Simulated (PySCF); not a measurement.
Gas-phase reaction: SnO + H2O2 + F2 = SnH2F2 + 3 O

Method: PySCF energies (xtb for GFN2) plus ideal-gas RRHO corrections (1 bar). S°(298 K) at PBE0/def2-TZVP differs from the NASA 1993 table for H2O2 (-8 J/mol/K); whether the harmonic model or the table's entry is off was not settled. † marks an energy on the PBE0/def2-TZVP geometry and frequencies; other levels use their own. Open shells (unrestricted): O (multiplicity 3, electronic degeneracy 9); the rest are closed-shell singlets. GFN2 has no spin-polarisation term. Spin-orbit splitting is ignored; it lowers the true energy and changes the entropy of O. Sn: scalar-relativistic def2 core potential, no spin-orbit coupling. No R ln 2 is added for the mirror-image form of H2O2. SnH2F2: computed as isolated molecules; such fragments, hydroxides, amides, oligomers or adducts are transient or little studied in the gas. The harmonic model lacks anharmonicity and excited electronic states, which grow with temperature; levels with a mode under 35 cm⁻¹ are left out. Internal rotation in H2O2 is treated as a harmonic vibration of one conformer, which makes the entropy rough. Warning, point group unlike the PBE0 one: H2O2 (GFN2-xTB).

| level | ΔE electronic, kJ | ΔH°(298 K), kJ | ΔS°(298 K), J/K | ΔG°(1800 K), kJ |
|---|---|---|---|---|
| GFN2-xTB | 1689 | 1656 | 126 | 1380 |
| PBE/def2-SVP | 563 | 534 | 115 | 283 |
| PBE/def2-TZVP† | 550 | 518 | 117 | 262 |
| PBE0/def2-SVP† | 377 | 345 | 117 | 88 |
| PBE0/def2-TZVP | 374 | 341 | 117 | 85 |
| r2SCAN/def2-TZVP† | 397 | 365 | 117 | 109 |
| LDA/def2-TZVP† | 754 | 722 | 117 | 466 |
| ωB97M-V/def2-TZVP† | 381 | 349 | 117 | 93 |
ΔH° is lowest at PBE0/def2-TZVP and highest at GFN2-xTB. No reference value is set beside these.
